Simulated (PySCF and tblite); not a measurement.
The numbers below are computed, except where a source is named.
System: C5H9FOSi, numbered as in [CH2:1]=[CH:2]/[C:3]([CH3:4])=[CH:5]/[O:6][SiH2:7][F:8].

For the rotation about the C2–C3 bond (torsion C1–C2–C3–C4 from 0° to 165°, rising): electronic barrier 7.45 kcal/mol, zero-point change -0.52 kcal/mol, thermal and entropy terms at 250 K a further 0.10 kcal/mol (symmetry numbers apart). The minimum is Cs, the saddle C1. Geometries: GFN2-xTB; energies: PBE0/pcSseg-1 + D3(BJ), IEF-PCM chloroform; zero-point and thermal terms from GFN2-xTB harmonic modes (soft modes blended into free rotors). Rate constants are transition-state-theory values, counting equivalent paths, without tunnelling. (PySCF 2.14 with density fitting, tblite 0.8.)

**Question.** How many equivalent paths lead out of the minimum?

**Answer.** 2: the symmetry number of the minimum is 1, that of the saddle displaced along its mode 1, and the displaced saddle is chiral while the minimum is not, which doubles the count.

**Question.** Work out the rate at 250 K.

**Answer.** ΔG‡ = 7.03 kcal/mol; k_B T/h = 5.2×10¹² s⁻¹; exp(−ΔG‡/RT) = 7.2×10⁻⁷; times 2 gives k = 7.5×10⁶ s⁻¹. Wigner's tunnelling factor for the 112i cm⁻¹ mode would be 1.02.
